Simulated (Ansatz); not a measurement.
Program: Ansatz 0.2.0.

A structure relaxed at PBE0-D4/def2-TZVP, charge 0, multiplicity 1:

```xyz
18

C    -2.143    0.646   -1.971
C    -1.090    0.301   -0.965
C    -1.427    0.054    0.364
C    -0.455   -0.236    1.302
C     0.884   -0.288    0.927
C     1.886   -0.605    1.964
O     1.635   -0.823    3.122
O     3.147   -0.629    1.492
C     1.234   -0.047   -0.398
C     0.253    0.242   -1.329
H    -3.096    0.173   -1.728
H    -1.851    0.337   -2.976
H    -2.311    1.727   -1.997
H    -2.469    0.088    0.664
H    -0.712   -0.431    2.336
H     3.709   -0.843    2.249
H     2.274   -0.092   -0.694
H     0.533    0.425   -2.362
```

(1) Give its formula and SMILES.

(2) Point group (tolerance 0.08 Å, 0.16 Å for H)?

(3) Summarise the bond lengths by kind.

## Answers

(1) C8H8O2, `Cc1ccc(C(=O)O)cc1`.

(2) C1.

(3) 8 × C–C 1.381 to 1.496 Å; 7 × C–H 1.082 to 1.095 Å; 2 × C–O 1.205 to 1.346 Å; 1 × H–O 0.967 Å.
